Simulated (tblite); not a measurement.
Here is a computed GFN2-xTB geometry (Å):
```
atom  x, y, z in Å
C1    -2.927    0.467    0.313
C2    -1.602   -0.275    0.179
C3    -1.598   -1.215   -1.021
O4    -0.571    0.674    0.020
Si5    0.831    0.803    0.812
O6     1.633   -0.618    0.829
Si7    2.541   -1.856    0.325
Si8    1.878    2.373   -0.458
F9     3.136    2.908    0.410
H10   -3.111    1.055   -0.583
H11   -3.741   -0.239    0.453
H12   -2.890    1.140    1.166
H13   -1.416   -0.858    1.090
H14   -1.763   -0.648   -1.935
H15   -2.380   -1.962   -0.916
H16   -0.635   -1.715   -1.090
H17    0.625    0.984    2.256
H18    1.633   -2.838   -0.274
H19    3.188   -2.374    1.527
H20    3.495   -1.356   -0.665
H21    1.143    3.608   -0.729
H22    2.523    1.961   -1.710
```

Charge 0, singlet.

Q: Which heavy atoms are bonded, and with what formal order?

A: C1–C2 1.52 Å (single); C2–C3 1.52 Å (single); C2–O4 1.41 Å (single); O4–Si5 1.62 Å (single); Si5–O6 1.63 Å (single); O6–Si7 1.62 Å (single); Si5–Si8 2.27 Å (single); Si8–F9 1.62 Å (single). Bonds to hydrogen (Å): C1–H10 1.09; C1–H11 1.09; C1–H12 1.09; C2–H13 1.10; C3–H14 1.09; C3–H15 1.09; C3–H16 1.09; Si5–H17 1.47; Si7–H18 1.47; Si7–H19 1.46; Si7–H20 1.46; Si8–H21 1.46; Si8–H22 1.47.

Q: Give the structure as a SMILES string.

A: `CC(C)O[Si@@H](O[SiH3])[SiH2]F`, C3H13FO2Si3. Among its features: Si–H bond and siloxane link.

Q: Name the point group.

A: C1 (no symmetry element, even within 0.4 Å).

Q: Classify the heavy atoms.

A: C1: methyl carbon; C2: sp3 carbon bound to oxygen; C3: methyl carbon; O4: silyl ether oxygen; Si5: oxygen-bound silicon; O6: siloxane oxygen; Si7: oxygen-bound silicon; Si8: fluorine-bound silicon; F9: silicon-bound fluorine.

Q: What is the arrangement about C1?

A: It has 4 neighbours (C2, H10, H11, H12) and is tetrahedral (angles from 108.6° to 110.2°).

Q: What is the arrangement about O4?

A: It has 2 neighbours (C2, Si5) and is bent (angle 129.3°).
